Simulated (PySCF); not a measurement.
## Relaxation of singlet RuN(OH)

These are results of PBE0 in PySCF with Ru def2-TZVP with ECP28, N def2-TZVP, O def2-TZVP, H def2-TZVP; scalar-relativistic core potentials, no spin–orbit coupling; density-fitted integrals, not measurements. A (50,194) grid was used.

A hand-made bent (heavy-atom frame) start, with no symmetry imposed:

```xyz
4
charge 0 multiplicity 1, angstrom
Ru    0.0507   -0.0056   -0.2458
N     1.4760   -0.0056    0.7522
O    -1.4893   -0.0056    0.8325
H    -1.9948    0.7298    1.1865
```

Optimiser trace:
| step | E − E(last) (kJ/mol) | largest gradient (Eh/bohr) |
| --- | --- | --- |
| 0 | 141.18 | 0.12012 |
| 1 | 44.35 | 0.03630 |
| 2 | 30.53 | 0.02227 |
| 3 | 21.76 | 0.03349 |
| 4 | 21.71 | 0.03666 |
| 5 | 15.73 | 0.04651 |
| 6 | 8.92 | 0.01156 |
| 7 | 5.43 | 0.01900 |
| 8 | 3.18 | 0.01285 |
| 9 | 1.34 | 0.00172 |
| 10 | 0.79 | 0.00216 |
| 11 | 0.21 | 0.00315 |
| 12 | 0.03 | 0.00212 |
| 13 | 0.01 | 0.00107 |
| 14 | 0.00 | 0.00039 |
| 15 | 0.00 | 0.00012 |

It ends at Cs with O–H 0.955 Å, Ru–N 1.553 Å, Ru–O 1.914 Å; H–O–Ru 138.3°, N–Ru–O 154.9°. A frequency run shows a minimum. Other isomers or separated fragments may lie lower.
